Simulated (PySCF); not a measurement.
# Si3BH8OF

The system: Si3BH8OF, a small molecule; neutral, singlet. The structure, one conformer, was relaxed in the gas phase by PBE0-D3(BJ)/def2-SVP. No frequency run checks that it is a minimum.

SMILES: F[SiH](B[SiH3])O[SiH3]

```xyz
14

Si   -0.312    1.365    0.995
O    -1.211    0.012    1.293
Si   -1.783   -1.408    0.640
B     1.478    0.719    0.351
Si    1.610    0.003   -1.525
F    -0.994    2.193   -0.233
H    -0.403    2.241    2.191
H    -2.628   -1.126   -0.556
H    -0.632   -2.272    0.235
H    -2.585   -2.106    1.682
H     2.469    0.744    1.044
H     0.295   -0.434   -2.090
H     2.095    1.170   -2.337
H     2.593   -1.115   -1.677
```
Atoms count from 1 in this order.

Shieldings: GIAO PBE0/pcSseg-1. Shifts are against computed references at the same level: H TMS (σ 31.27 ppm), Si TMS (σ 352.0 ppm). Core levels by delta-SCF with SCAN, pcX-2 on the ionised atom and pcseg-1 elsewhere, spin-free X2C (2p3/2 is the spin-free 2p value less a third of a first-order spin-orbit splitting); from the vacuum level, for chosen atoms.

Problem. Give the shieldings and core levels atom by atom.

Solution. 
| atoms | bonded to | σ (ppm) | δ (ppm) | core level (eV) |
| --- | --- | --- | --- | --- |
| Si1 | 1 B + 1 F + 1 O + 1 H | 372.8 | -20.8 | 2p3/2 107.96 |
| O2 | 2 Si | 287.2 | - | 1s 538.09 |
| Si3 | 1 O + 3 H | 386.8 | -34.8 | 2p3/2 107.78 |
| B4 | 2 Si + 1 H | -45.0 | - | - |
| Si5 | 1 B + 3 H | 447.4 | -95.4 | - |
| F6 | 1 Si | 333.0 | - | 1s 692.06 |
| H7 | 1 Si | 25.92 | 5.35 | - |
| H8 H9 H10 | 1 Si | 26.24 | 5.03 | - |
| H11 | 1 B | 18.18 | 13.09 | - |
| H12 H13 H14 | 1 Si | 27.23 | 4.04 | - |

Values are those of this one static structure, with the three H of a rotating XH3 group averaged; atoms that internal rotation interchanges would show their mean in an NMR spectrum.

Core levels of B4 are left out, their hole states being strongly spin-contaminated.

Problem. By CAM-B3LYP/def2-SVPD (TDDFT singlets, Tamm-Dancoff triplets, ionisation by delta-SCF), where does absorption start, and what does vertical ionisation take?

Solution. The first singlet with intensity lies at 4.48 eV (f 0.006); what lies below it is dark. The lowest singlet lies at 3.29 eV (f 0.000), the strongest of the first 6 at 6.43 eV (f 0.055), the lowest triplet at 2.57 eV; vertical ionisation takes 9.98 eV.
